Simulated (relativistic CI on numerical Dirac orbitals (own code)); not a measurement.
# What each ingredient does to the levels of Er⁵⁰⁺

Base calculation: Dirac-Coulomb-Breit CI, separate exchange-only KLI orbitals for each configuration, QED by a radiative potential, unscaled Slater integrals.

Configuration list (outside the closed core [Ne]): 3s2 3p6, 3s2 3p5 3d, 3s 3p6 3d, 3s2 3p5 4s, 3s2 3p5 4p, 3s2 3p5 4d, 3p6 3d 4p, 3s 3p6 4s, 3p6 3d2, 3p5 3d3, 3p5 3d2 4s, 3p5 3d2 4p, 3p5 3d2 4d, 3p6 3d 4s, 3p5 3d 4s2, 3p5 3d 4s 4p, 3p5 3d 4s 4d. Double excitations out of closed p, d and f shells are left out; levels of such configurations are missing from the list, as are those of other unlisted configurations, and high levels can miss mixing partners.

Variants: (1) Breit term removed; (2) only the first 3 configurations. Shifts of the energy above 3s2 3p6 1S_0, in eV, for the lowest level and the first level of each name with at least 55 % of one term (blank where a level changes its place among those of its configuration and J or its character, or is not in the variant):

```
           Level     Base   Δ(1)   Δ(2)
    3s2 3p6 1S_0     0.00   0.00   0.00
3s2 3p5 3d 3P°_0   212.25  +0.89  -0.13
3s2 3p5 3d 3P°_1   221.88  +1.34  -0.13
3s2 3p5 3d 3F°_3   226.57  +1.70  -0.13
3s2 3p5 3d 3F°_4   272.44  +3.23  -0.13
3s2 3p5 3d 3D°_3   287.73  +2.80  -0.13
3s2 3p5 3d 3F°_2   452.87  +4.24  -0.14
  3s 3p6 3d 3D_1   646.27  +1.07  -0.34
  3s 3p6 3d 3D_2   651.99  +1.35  -0.24
  3s 3p6 3d 3D_3   698.68  +2.78  -0.34
  3s 3p6 3d 1D_2   711.53  +2.55  -0.01
    3p6 3d2 3F_2  1307.31  +2.37       
    3p6 3d2 3P_0  1328.97  +1.72       
    3p6 3d2 3F_3  1356.24  +3.88       
    3p6 3d2 1G_4  1368.96  +4.52       
    3p6 3d2 3P_1  1370.82  +3.10       
    3p6 3d2 3F_4  1413.38  +5.48       
    3p6 3d2 1S_0  1444.77  +4.01       
   3p5 3d3 5D°_0  1528.70  +2.65       
   3p5 3d3 3P°_1  1629.03  +5.83       
   3p5 3d3 3I°_7  1629.26  +8.42
```

At this charge energies of transitions that change n are usually good to better than 1 %, and those within a shell (Δn = 0) to a few per cent.

Ionisation energy from the two ground configurations alone: base 4638.71 eV; Breit term removed 4643.3 eV. The NIST ASD value (theoretical) is 4639 eV.

LS names give the leading component of a level, which can be under half, so a name can repeat, a term be missing and a line seem to break the LS rules.
